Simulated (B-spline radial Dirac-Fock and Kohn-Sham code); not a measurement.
Dipole and non-dipole photoemission parameters of La²⁺ 4d3/2

System: lanthanum as La²⁺, [Xe] 5d1; threshold 129.9 eV (orbital energy of the model). Calculated with a radial finite-basis atomic code, using Dirac-Hartree-Slater photoionisation with a Latter tail; cross sections with all multipoles, angular parameters from the dipole term and its interference with E2.

For linearly polarised light dσ/dΩ = σ/(4π) [1 + β P₂(cos θ) + (δ + γ cos²θ) sin θ cos φ], with θ from the polarisation vector and φ the angle between the beam and the projection of the electron momentum on the plane normal to the polarisation.

```
hν (eV)  σ (kb)       β       γ      δ
    158     241   1.035  -0.191  0.030
    185     182  -0.754  -0.468  0.165
    224     271  -0.723  -0.100  0.124
    287     359   0.028   0.114  0.047
    300     366   0.136   0.122  0.038
    406     338   0.679   0.078  0.004
    535     257   0.978   0.004  0.000
    800     137   1.228  -0.034  0.009
    891     112   1.269  -0.024  0.012
   1050       ?       ?       ?      ?
   1110    71.1   1.327   0.024  0.020
   1310    49.1   1.350   0.082  0.027
   1450    38.7   1.357   0.127  0.031
 1486.9    36.4   1.358   0.139  0.032
   2050    16.2   1.342   0.325  0.047
   3470    3.68   1.234   0.716  0.085
   4000    2.39   1.192   0.835  0.099
   4320    1.89   1.167   0.900  0.107
   4470    1.69   1.156   0.929  0.112
   5250    1.01   1.101   1.068  0.133
   5800   0.732   1.064   1.153  0.149
 8047.8   0.242   0.938   1.424  0.212
 9251.7   0.148   0.882   1.534  0.245
  11700  0.0636   0.787   1.706  0.311
  12000  0.0580   0.777   1.723  0.319
  12400  0.0514   0.763   1.745  0.330
  13100  0.0420   0.741   1.782  0.348
```

Question: Give the values at 1050 eV.

Answer: σ = 80.0 kb, β = 1.316, γ = 0.008, δ = 0.018.
